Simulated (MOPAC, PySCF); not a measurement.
C₂H₇In, SMILES `[CH3][InH][CH3]`, neutral singlet in the gas phase. 

Cartesian coordinates (Å):
```xyz
10

C     -1.8775    -0.2322    -0.0611
In     0.0136     0.7293     0.3361
C      1.8604    -0.2661    -0.1722
H     -2.6801     0.4952    -0.1864
H     -2.1354    -0.8772     0.7835
H     -1.8165    -0.8592    -0.9520
H      0.0582     2.3030     1.0682
H      2.2677     0.1726    -1.0872
H      1.7053    -1.3317    -0.3442
H      2.6042    -0.1338     0.6153
```
Charge 0, spin multiplicity 1.

All levels are single points at this geometry (PBE0-D4/def2-TZVP); Pople sets use spherical d functions. Orbital energies aren't observables, and empty levels follow the basis.

```
level                                     HOMO (eV)  LUMO (eV)  gap (eV)  dipole (D)  vertical IE, Delta-SCF (eV)
----------------------------------------  ---------  ---------  --------  ----------  ---------------------------
B3LYP-D3(BJ)/def2-TZVP in PySCF               -6.97      -1.49      5.48        0.58                         9.14
PBE0-D4/def2-TZVP in PySCF                    -7.19      -1.19      6.00        0.57                         9.16
B3LYP/6-311+G** (LANL2DZ on In) in PySCF      -7.02      -1.30      5.72        0.37                            –
B3LYP/6-31G* (LANL2DZ on In) in PySCF         -6.79      -1.20      5.59        0.59                         9.13
B3LYP/LANL2DZ in PySCF                        -6.85      -1.18      5.67        0.50                            –
BP86/6-31G* (LANL2DZ on In) in PySCF          -5.93      -1.75      4.18        0.67                            –
HF/6-31G* (LANL2DZ on In) in PySCF            -9.82       1.30     11.12        0.47                            –
PM3 in MOPAC                                 -10.64      -2.76      7.89        0.92                            –
PM7 in MOPAC                                 -10.28       1.48     11.76        0.85                            –
```
